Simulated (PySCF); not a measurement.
TaBr₃, SMILES [Br][Ta]([Br])[Br] (connectivity only; charge and spin as stated), neutral, multiplicity 3.

Coordinates come from a PBE0-D3(BJ)/def2-SVP optimisation. The spin state was assumed, not searched. The def2 effective core potentials stand for the cores of Ta; spin–orbit coupling is left out.

The numbers are results of PBE/def2-TZVP run with PySCF, not measurements.

Gas-phase values at a fixed geometry.

| Property | Value |
|---|---|
| total energy | -7778.50359 hartree |
| point group | C2v |
| α spin, highest occupied and lowest empty level | -4.43 and -4.13 eV |
| β spin, highest occupied and lowest empty level | -7.61 and -3.36 eV |
| dipole moment | 0.202 e·Å |
| quadrupole, principal values (traceless, Buckingham form, about the centre of nuclear charge) | -1.80, 0.90, 0.90 D·Å |
| mean static polarisability | 115.2 bohr³ (17.08 Å³) |
| polarisability, principal values | 78.4, 126.0, 141.3 bohr³ |
| ⟨S²⟩ | 2.011 (pure state 2.00) |
